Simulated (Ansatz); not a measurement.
`[F][GeH]([F])[O][SiH3]` + H₂Se → `[F][GeH]([F])[SeH]` + silanol  (ligand exchange at a Ge–O bond)

Gas-phase electronic energies from Ansatz, PBE0-D4/def2-TZVP geometries. CCSD(T)/CBS adds triple-zeta CCSD(T) − MP2 to the extrapolated MP2 energy (def2 sets, frozen cores). Functionals use def2-TZVPP. For Ge, Se outer-core shells are correlated without core-valence functions, which leaves a few kJ/mol of doubt a bond. Scalar relativity is left out up to krypton. One conformer a species, not always the lowest.

| level | ΔE (kcal/mol) |
| --- | --- |
| LDA (SPW92) | -1.9 |
| CCSD(T)/def2-SVP | 6.0 |

**Question.** What does CCSD(T)/CBS give? (Best estimate.)

**Answer.** Computed: +1.0 kcal/mol. The listed levels differ from it by -2.9, 5.0 kcal/mol.

Largest T1 diagnostic among the species: 0.012.

At CCSD(T), def2-SVP lies +5.0 kcal/mol from the extrapolated value and def2-TZVPP +1.4 kcal/mol. From BLYP to BHLYP (50 % exact exchange), in def2-TZVPP and without D4, ΔE moves by +2.8 kcal/mol.
